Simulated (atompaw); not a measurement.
**PBE PAW (atompaw) dataset for lanthanum, scalar-relativistic all-electron reference.**

- Element: La (Z = 57)
- Generator: atompaw 4.2.0.5
- Type: PAW
- Functional: PBE
- Relativity: scalar-relativistic
- Frozen core: [Xe]
- Valence charge: 3
- Reference configuration: 4f0 5d1 6s2 6p0
- Partial waves: 6s (bound): rc 2.92 bohr; 6s channel at 3.45 Ry: rc 2.92 bohr; 6p (bound, empty): rc 2.92 bohr; 6p channel at 1.45 Ry: rc 2.92 bohr; 5d (bound): rc 2.92 bohr; 5d channel at 3.45 Ry: rc 2.92 bohr; 4f (bound, empty): rc 1.22 bohr; 4f channel at 0.95 Ry: rc 1.22 bohr
- Local potential: bessel scheme, radius 2.18 bohr
- Core correction: smooth core density matched at 2.10 bohr
- Augmentation charge: sinc compensation charge, radius 2.24 bohr; PAW radius 2.92 bohr; waves and projectors: custom polynom2 7 10 vanderbiltortho

* Cutoffs needed: 12 Ry and 25 Ry (the cutoffs (Ry, on a coarse ladder) from which the occupation-weighted sum of valence levels, in a spherical-Bessel basis at the reference potential, stays within 10 and 1 mRy of its value at 400 Ry) The cutoffs count occupied waves only; the empty 4f level needs over 300 Ry at the loose tolerance.
* Ghost test: ghost states, extra bound levels that the all-electron valence spectrum of the same l lacks: p at -20.3 eV, s at -3.2 eV; a true bound ghost makes a file unfit for plane-wave use (spherical-Bessel basis up to 400 Ry, 20 bohr box)
* Lowest eigenvalue of the overlap operator: 0.35 (s channel)
* Overlap eigenvalues printed by atompaw (projector basis): 0.00284, 1.28, 1.54, 2.63, 81.6, 6.13e+03, 1.29e+04, 1.9e+04
* Share of each valence orbital outside the PAW sphere: 6s 86 %, 6p 96 %, 5d 44 %, 4f 3 %
